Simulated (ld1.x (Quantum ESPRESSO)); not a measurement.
**u(r) = r·R(r): atom against pseudo-atom (Mg (Z = 12))**

Columns: radius, all-electron u(r) and pseudo u(r) of the 2s shell (level -88.69 eV) of magnesium in the configuration [He] 2s2 2p6 3s1 3p0; PW91, non-relativistic, RRKJ scheme, ld1.x (Quantum ESPRESSO) 7.5.

```json
{"r (bohr)": "0.053", "all-electron": "0.5430", "pseudo": "-0.0156"}
{"r (bohr)": "0.105", "all-electron": "0.4639", "pseudo": "-0.0645"}
{"r (bohr)": "0.158", "all-electron": "0.1504", "pseudo": "-0.1713"}
{"r (bohr)": "0.210", "all-electron": "-0.2059", "pseudo": "-0.3357"}
{"r (bohr)": "0.262", "all-electron": "-0.5305", "pseudo": "-0.5440"}
{"r (bohr)": "0.315", "all-electron": "-0.7982", "pseudo": "-0.7720"}
{"r (bohr)": "0.368", "all-electron": "-0.9953", "pseudo": "-0.9816"}
{"r (bohr)": "0.420", "all-electron": "-1.1250", "pseudo": "-1.1420"}
{"r (bohr)": "0.473", "all-electron": "-1.2021", "pseudo": "-1.2444"}
{"r (bohr)": "0.525", "all-electron": "-1.2340", "pseudo": "-1.2847"}
{"r (bohr)": "0.578", "all-electron": "-1.2324", "pseudo": "-1.2760"}
{"r (bohr)": "0.630", "all-electron": "-1.2058", "pseudo": "-1.2346"}
{"r (bohr)": "0.683", "all-electron": "-1.1607", "pseudo": "-1.1748"}
{"r (bohr)": "0.735", "all-electron": "-1.1045", "pseudo": "-1.1092"}
{"r (bohr)": "0.788", "all-electron": "-1.0396", "pseudo": "-1.0403"}
{"r (bohr)": "0.840", "all-electron": "-0.9717", "pseudo": "-0.9717"}
{"r (bohr)": "0.893", "all-electron": "-0.9011", "pseudo": "-0.9011"}
{"r (bohr)": "0.945", "all-electron": "-0.8321", "pseudo": "-0.8321"}
{"r (bohr)": "0.998", "all-electron": "-0.7636", "pseudo": "-0.7636"}
{"r (bohr)": "1.050", "all-electron": "-0.6990", "pseudo": "-0.6990"}
{"r (bohr)": "1.102", "all-electron": "-0.6377", "pseudo": "-0.6377"}
{"r (bohr)": "1.155", "all-electron": "-0.5790", "pseudo": "-0.5790"}
{"r (bohr)": "1.208", "all-electron": "-0.5242", "pseudo": "-0.5242"}
{"r (bohr)": "1.260", "all-electron": "-0.4745", "pseudo": "-0.4745"}
{"r (bohr)": "1.313", "all-electron": "-0.4277", "pseudo": "-0.4277"}
{"r (bohr)": "1.365", "all-electron": "-0.3856", "pseudo": "-0.3856"}
```

How many radial nodes do the two functions have?

The all-electron 2s function has n − l − 1 = 1; the pseudo-wave has 0, since the states of the same l below it are removed with the core.

At about which radius was the pseudo-wave matched?

0.85 bohr, where the columns begin to agree (steps of 0.05 bohr).

Is the pseudo-wave norm-conserving?

Yes: the RRKJ scheme keeps the norm inside the radius equal to the all-electron one, which fixes the energy derivative of the logarithmic derivative at the level.
